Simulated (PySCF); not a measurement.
**Substituent chemical shifts**

Parent skeleton `[CH3:1][SiH2:2][CH2:3][CH2:4][CH:5]=[O:6]`; one hydrogen on atom 5 is replaced by X. Hydrogens on one atom are averaged.

- GFN2-xTB geometry
- NMR shieldings at PBE0/pcSseg-1/GIAO
- program: PySCF
- a single conformation, fast rotation and ring inversion assumed for equivalent nuclei, non-relativistic, in vacuum

Shifts are taken against calculated references (same method and geometry level): TMS for ¹³C, ²⁹Si, ¹H; ¹⁷O against H2O.

Parent (X = H): C1 -6.5, Si2 -36.4, C3 8.5, C4 43.0, C5 206.2, O6 693.7, H(C1) 0.23, H(Si2) 4.21, H(C3) 0.78 ppm. Effects are Δδ = δ(X) − δ(H), positive for deshielding.

Q: Give Δδ (ppm) for X = N=CH2, CH3, CONH2, CHF2, CH2SiH3, CH=NMe.

A: 
```
      X                 SMILES    C1   Si2    C3    C4     C5      O6  H(C1)  H(Si2)  H(C3)
  N=CH2      C=NC(=O)CC[SiH2]C  +6.2  -8.2  +3.2  -5.4  -21.1  -230.8  -0.36   +0.43  +0.08
    CH3        C[SiH2]CCC(C)=O  -2.3  -8.2  -0.3  -2.2   +6.2   -15.8  -0.32   +0.11  -0.01
  CONH2   C[SiH2]CCC(=O)C(N)=O  -0.2  -6.1  -0.3  -5.5   +3.0   -54.2  -0.08   -0.09  +0.14
   CHF2    C[SiH2]CCC(=O)C(F)F  -0.4  -5.7  -2.1  -9.8   +2.5   -23.1  -0.07   -0.19  +0.14
CH2SiH3  C[SiH2]CCC(=O)C[SiH3]  +6.3  -7.4  +2.2  +0.7  +19.3   -52.8  -0.35   +0.31  -0.10
 CH=NMe   C/N=C\C(=O)CC[SiH2]C  +0.1  -3.1  -0.9  -0.2   +9.6   +21.8  -0.12   -0.05  +0.17
```

Q: Which position responds most, and to which substituents?

A: O6: from -230.8 ppm with N=CH2 to +21.8 ppm with CH=NMe.

Unscaled 17O shifts of doubly bonded oxygen tend to come out too high, by tens of ppm or more. Experimental scales use liquid or dissolved standards, which lie at an offset from isolated H2O (liquid H2O: subtract about 36 ppm).
